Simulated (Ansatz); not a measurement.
F₃HOTi, SMILES `[OH][Ti]([F])([F])[F]`, relaxed with RKS PBE-D4/def2-SVP in Ansatz from a rough embedded geometry. The force threshold is 0.03 eV/Å; the program also tests the step.

Charge 0, multiplicity 1.

Start:

```xyz
6

O     0.197   -1.245    0.942
Ti   -0.234    0.275   -0.155
F    -2.092    0.585   -0.012
F     0.659    1.824    0.415
F     0.234   -0.051   -1.999
H     1.236   -1.387    0.809
```

Task: How much energy does the relaxation release, and in how many steps? (An estimate is asked.)

Result: The calculation gave: 28.94 kcal/mol, in 6 steps.

Task: Which bonds change most? (An estimate is asked.)

Result: The calculation gave: Ti2–F5 from 1.930 to 1.753 Å; O1–Ti2 from 1.923 to 1.772 Å; Ti2–F3 from 1.890 to 1.752 Å; Ti2–F4 from 1.876 to 1.753 Å.

Task: Give the relaxed structure. (Estimate.)

Result: The calculation gave: 
```xyz
6

O     0.299   -1.073    0.779
Ti   -0.237    0.309   -0.191
F    -1.968    0.503   -0.001
F     0.602    1.758    0.329
F     0.169    0.041   -1.876
H     1.135   -1.538    0.959
```
